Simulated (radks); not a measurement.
The numbers below are computed, except where a source is named.
The thulium ion Tm2+ inside a hard spherical wall (all orbitals vanish at R), configuration held at [Xe] 4f13 and not refilled when levels cross. Level of theory: scalar-relativistic Kohn-Sham, r2SCAN, spin-polarised, spherical densities, finite nucleus; open shells are filled with parallel spins first (spin-orbit coupling, left out, can overturn this in heavy ions); meta-GGA in the generalised Kohn-Sham scheme; Fermi nuclear charge, rms radius 5.2256 fm (a radial shooting solver on a logarithmic mesh with Libxc functionals). Eigenvalues in eV for spin up, with the zero of energy where the potential of the charges vanishes at infinity; a dash marks a level that is unbound or too diffuse for the functional's potential to be trusted. A positive occupied level is held by the wall or, in an anion where self-interaction has pushed it up, behind a barrier. The pressure on the wall is -dE/dV.

| R (bohr) | E (hartree) | kinetic (hartree) | e(4d) | e(5s) | e(5p) | e(4f) | e(6s, empty) | e(5d, empty) | pressure (GPa) |
|---|---|---|---|---|---|---|---|---|---|
| free | -13566.7419 | 14743.885 | -189.55 | -69.669 | -42.472 | -17.773 | -14.023 | -12.865 | 0 |
| 15 | -13566.7419 | 14743.885 | -189.55 | -69.669 | -42.472 | -17.773 | -14.023 | -12.865 | < 0.0001 |
| 10 | -13566.7419 | 14743.885 | -189.55 | -69.669 | -42.472 | -17.773 | -14.021 | -12.865 | < 0.0001 |
| 6 | -13566.7416 | 14743.888 | -189.52 | -69.647 | -42.452 | -17.745 | -13.476 | -12.717 | 0.0453 |
| 3.5 | -13566.6359 | 14744.732 | -187.24 | -68.008 | -40.794 | -15.589 | 0.375 | -8.123 | 52.4 |
| 3 | -13566.3446 | 14746.690 | -183.77 | -65.461 | -37.911 | -12.292 | 15.610 | -2.593 | 276 |
| 2.5 | -13565.1864 | 14753.224 | -175.04 | -58.619 | -29.650 | -3.932 | 50.875 | 10.857 | 1610 |
| 1.5 | -13536.2308 | 14868.006 | -96.647 | 40.211 | 89.400 | 77.024 | 410.88 | 165.23 | 105000 |
